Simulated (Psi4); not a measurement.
CHOS (SMILES [OH+]=C=S), charge +1, singlet, geometry from GFN2-xTB; WB97X-V/cc-pVDZ (Psi4 1.11).

The Psi4 input:
```
memory 2 GB

molecule mol {
1 1
  O    -0.051685    0.007582   -1.622180
  C     0.028890   -0.021204   -0.402282
  S    -0.022332    0.026657    1.103045
  H     0.597450   -0.359945   -2.257586
}

set basis cc-pvdz
set reference rks
set scf_type pk
set puream true
set d_convergence 1e-8
set dft_radial_points 99
set dft_spherical_points 590

energy('wb97x-v')
print_variables()
```

Problem. Write the output that Psi4 gives for this input, abridged.

Solution. 
```
   => Loading Basis Set <=

    Name: CC-PVDZ
    Role: ORBITAL
    Keyword: BASIS

         ---------------------------------------------------------
                                   SCF
               by Justin Turney, Rob Parrish, Andy Simmonett
                          and Daniel G. A. Smith
                              RKS Reference
         ---------------------------------------------------------

  ==> Geometry <==

    Molecular point group: c1
    Full point group: C1

    Geometry (in Angstrom), charge = 1, multiplicity = 1:

       Center              X                  Y                   Z               Mass
    ------------   -----------------  -----------------  -----------------  -----------------
         O           -0.041977837615     0.001737892279    -1.658545294746    15.994914619570
         C            0.038597162385    -0.027048107721    -0.438647294746    12.000000000000
         S           -0.012624837615     0.020812892279     1.066679705254    31.972071174400
         H            0.607157162385    -0.365789107721    -2.293951294746     1.007825032230

  Running in c1 symmetry.

  Rotational constants: A =     31.25714  B =      0.19150  C =      0.19033 [cm^-1]
  Rotational constants: A = 937065.52641  B =   5741.01307  C =   5706.05443 [MHz]
  Nuclear repulsion =   87.728490552384770

  Charge       = 1
  Multiplicity = 1
  Electrons    = 30
  Nalpha       = 15
  Nbeta        = 15

  ==> Algorithm <==

  SCF Algorithm Type is PK.
  DIIS enabled.
  MOM disabled.
  Fractional occupation disabled.
  Guess Type is SAD.
  Energy threshold   = 1.00e-06
  Density threshold  = 1.00e-08
  Integral threshold = 1.00e-12

  ==> Primary Basis <==

  Basis Set: CC-PVDZ
    Blend: CC-PVDZ
    Number of shells: 23
    Number of basis functions: 51
    Number of Cartesian functions: 54
    Spherical Harmonics?: true
    Max angular momentum: 2

  ==> DFT Potential <==

   => LibXC <=

    Version 7.1.2
    S. Lehtola, C. Steigemann, M. J. T. Oliveira, and M. A. L. Marques,  SoftwareX 7, 1–5 (2018) (10.1016/j.softx.2017.11.002)

   => Composite Functional: WB97X-V <=

    wB97X-V Hyb-GGA Exchange-Correlation Functional

    N. Mardirossian and M. Head-Gordon,  Phys. Chem. Chem. Phys. 16, 9904–9924 (2014) (10.1039/C3CP54374A)

    Deriv               =              1
    GGA                 =           TRUE
    Meta                =          FALSE

    Exchange Hybrid     =           TRUE
    MP2 Hybrid          =          FALSE

   => Exchange-Correlation Functionals <=

    1.0000   wB97X-V range-separated functional

   => Exact (HF) Exchange <=

    0.8330            HF,LR [omega = 0.3000]
    0.1670               HF

   => LibXC Density Thresholds  <==

    XC_HYB_GGA_XC_WB97X_V:  1.00E-14

   => VV10 Non-Local Parameters <=

    VV10 B              =     6.0000E+00
    VV10 C              =     1.0000E-02

   => Molecular Quadrature <=

    Radial Scheme          =       TREUTLER
    Pruning Scheme         =           NONE
    Nuclear Scheme         =       TREUTLER

    Blocking Scheme        =         OCTREE
    BS radius alpha        =              1
    Pruning alpha          =              1
    Radial Points          =             99
    Spherical Points       =            590
    Total Points           =         219478
    Total Blocks           =           1673
    Max Points             =            256
    Max Functions          =             51
    Weights Tolerance      =       1.00E-15

  ==> Integral Setup <==

  Using in-core PK algorithm.
   Calculation information:
      Number of atoms:                   4
      Number of AO shells:              23
      Number of primitives:             99
      Number of atomic orbitals:        54
      Number of basis functions:        51

      Integral cutoff                 1.00e-12
      Number of threads:                 1

  Performing in-core PK
  Using 2639403 doubles for integral storage.
  We computed 38126 shell quartets total.
  Whereas there are 38226 unique shell quartets.

  Computing range-separated integrals for PK
  We computed 38126 wK shell quartets total.
  Whereas there are 38226 wK unique shell quartets.

  ==> DiskJK: Disk-Based J/K Matrices <==

    J tasked:                  Yes
    K tasked:                  Yes
    wK tasked:                 Yes
    Omega:               3.000E-01
    Schwarz Cutoff:          1E-12

  Minimum eigenvalue in the overlap matrix is 5.4958057255E-03.
  Reciprocal condition number of the overlap matrix is 1.4567730549E-03.
    Using symmetric orthogonalization.

  ==> Pre-Iterations <==

  SCF Guess: Superposition of Atomic Densities via on-the-fly atomic UHF (no occupation information).

   -------------------------
    Irrep   Nso     Nmo
   -------------------------
     A         51      51
   -------------------------
    Total      51      51
   -------------------------

  ==> Iterations <==

                        Total Energy        Delta E     RMS |[F,P]|

   @RKS iter SAD:  -511.72191459677634   -5.11722e+02   0.00000e+00
   @RKS iter   1:  -511.63913740803105    8.27772e-02   6.04893e-03 ADIIS/DIIS
   @RKS iter   2:  -511.64274489208083   -3.60748e-03   6.08202e-03 ADIIS/DIIS
   @RKS iter   3:  -511.68094168445805   -3.81968e-02   7.22474e-04 ADIIS/DIIS
   @RKS iter   4:  -511.68153813863046   -5.96454e-04   3.05481e-04 ADIIS/DIIS
   @RKS iter   5:  -511.68165253031322   -1.14392e-04   1.31554e-04 ADIIS/DIIS
   @RKS iter   6:  -511.68167887971856   -2.63494e-05   2.10516e-05 DIIS
   @RKS iter   7:  -511.68168239623719   -3.51652e-06   8.00620e-06 DIIS
   @RKS iter   8:  -511.68168306958302   -6.73346e-07   2.89109e-06 DIIS
   @RKS iter   9:  -511.68168314789301   -7.83100e-08   6.76194e-07 DIIS
   @RKS iter  10:  -511.68168315025827   -2.36525e-09   9.95777e-08 DIIS
   @RKS iter  11:  -511.68168315029175   -3.34808e-11   1.88422e-08 DIIS
   @RKS iter  12:  -511.68168315029254   -7.95808e-13   4.74172e-09 DIIS
  Energy and wave function converged.

  ==> Post-Iterations <==

   Electrons on quadrature grid:
      Ntotal   =   30.0000000801 ; deviation = 8.008e-08

    Orbital Energies [Eh]
    ---------------------

    Doubly Occupied:

       1A    -89.191914     2A    -19.614767     3A    -10.729034
       4A     -8.358866     5A     -6.314024     6A     -6.310028
       7A     -6.308109     8A     -1.568925     9A     -1.238044
      10A     -1.088013    11A     -0.885660    12A     -0.863772
      13A     -0.835530    14A     -0.685793    15A     -0.669431

    Virtual:

      16A     -0.236158    17A     -0.209436    18A     -0.118502
      19A     -0.034333    20A      0.083632    21A      0.275792
      22A      0.304701    23A      0.309073    24A      0.330318
      25A      0.367847    26A      0.372183    27A      0.413087
      28A      0.413262    29A      0.430225    30A      0.519460
      31A      0.524483    32A      0.563374    33A      0.774247
      34A      0.789161    35A      0.799516    36A      0.906789
      37A      0.935475    38A      1.044840    39A      1.112313
      40A      1.176009    41A      1.260722    42A      1.358635
      43A      1.463266    44A      1.647893    45A      1.953958
      46A      2.406204    47A      2.584717    48A      2.710919
      49A      2.875799    50A      3.229307    51A      3.479302

    Final Occupation by Irrep:
              A
    DOCC [    15 ]
    NA   [    15 ]
    NB   [    15 ]

  @RKS Final Energy:  -511.68168315029254

   => Energetics <=

    Nuclear Repulsion Energy =             87.7284905523847698
    One-Electron Energy =                -869.5929043323681071
    Two-Electron Energy =                 299.3954509757979849
    DFT Exchange-Correlation Energy =     -29.3378058581323735
    Empirical Dispersion Energy =           0.0000000000000000
    VV10 Nonlocal Energy =                  0.1250855120251846
    Total Energy =                       -511.6816831502925425

Computation Completed

Properties will be evaluated at   0.000000,   0.000000,   0.000000 [a0]

Properties computed using the SCF density matrix

 Multipole Moments:

 ------------------------------------------------------------------------------------
     Multipole            Electronic (a.u.)      Nuclear  (a.u.)        Total (a.u.)
 ------------------------------------------------------------------------------------

 L = 1.  Multiply by 2.5417464519 to convert [e a0] to [Debye]
 Dipole X            :         -0.0049080            0.5686564            0.5637485
 Dipole Y            :          0.0181942           -0.3423585           -0.3241644
 Dipole Z            :          1.1941531           -2.1303301           -0.9361770
 Magnitude           :                                                    1.1398782

 ------------------------------------------------------------------------------------

  Variable Map:
  ----------------------------------------------------------------------------
  "CURRENT ENERGY"              =>    -511.681683150293
  "CURRENT REFERENCE ENERGY"    =>    -511.681683150293
  "DD SOLVATION ENERGY"         =>       0.000000000000
  "DFT FUNCTIONAL TOTAL ENERGY" =>    -511.681683150293
  "DFT TOTAL ENERGY"            =>    -511.681683150293
  "DFT VV10 ENERGY"             =>       0.125085512025
  "DFT XC ENERGY"               =>     -29.337805858132
  "GRID ELECTRONS ALPHA"        =>      15.000000040039
  "GRID ELECTRONS BETA"         =>      15.000000040039
  "GRID ELECTRONS TOTAL"        =>      30.000000080078
  "NUCLEAR REPULSION ENERGY"    =>      87.728490552385
  "ONE-ELECTRON ENERGY"         =>    -869.592904332368
  "PCM POLARIZATION ENERGY"     =>       0.000000000000
  "PE ENERGY"                   =>       0.000000000000
  "SCF ITERATION ENERGY"        =>    -511.681683150293
  "SCF ITERATIONS"              =>      12.000000000000
  "SCF TOTAL ENERGY"            =>    -511.681683150293
  "TWO-ELECTRON ENERGY"         =>     299.395450975798
  "XC GRID RADIAL POINTS"       =>      99.000000000000
  "XC GRID SPHERICAL POINTS"    =>     590.000000000000
  "XC GRID TOTAL POINTS"        =>  219478.000000000000

  Array Variable Map:
  ----------------------------------------------------------------------------
  "CURRENT DIPOLE"              =>       0.563748456935 ... -0.936176998991 1 by 3
  "SCF DIPOLE"                  =>       0.563748456935 ... -0.936176998991 1 by 3
  "SCF TOTAL ENERGIES"          =>    -511.721914596776 ... -511.681683150293 1 by 13
```
